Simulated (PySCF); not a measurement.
C3H12Si3, SMILES [SiH3][SiH2][SiH]1CCC1.

Geometry optimised at PBE0-D3(BJ)/def2-SVP. This is a generated structure with no PubChem entry under its InChIKey; it may be hypothetical. Other conformers were not sampled.

The numbers are results of TDA-M06-2X/def2-SVPD (PySCF), not measurements.

Vertical excitations. Gas-phase values at a fixed geometry. State labels are in the subgroup Cs.

```
state  symmetry  energy (eV)  λ (nm)      f                            main pairs
-----  --------  -----------  ------  -----  ------------------------------------
S1           A"         6.18     201  0.014                      HOMO→LUMO+1 92 %
S2           A'         6.55     189  0.100                        HOMO→LUMO 82 %
S3           A"         6.79     183  0.015  HOMO−1→LUMO+1 63 %, HOMO→LUMO+4 23 %
S4           A'         6.98     178  0.079    HOMO→LUMO+2 62 %, HOMO−1→LUMO 15 %
S5           A"         7.00     177  0.000  HOMO→LUMO+4 60 %, HOMO−1→LUMO+1 23 %
S6           A'         7.07     175  0.022    HOMO→LUMO+3 51 %, HOMO−1→LUMO 34 %
T1           A"         5.69     218      0                      HOMO→LUMO+1 90 %
T2           A'         5.87     211      0                        HOMO→LUMO 65 %
```
Triplets are in the Tamm–Dancoff approximation.
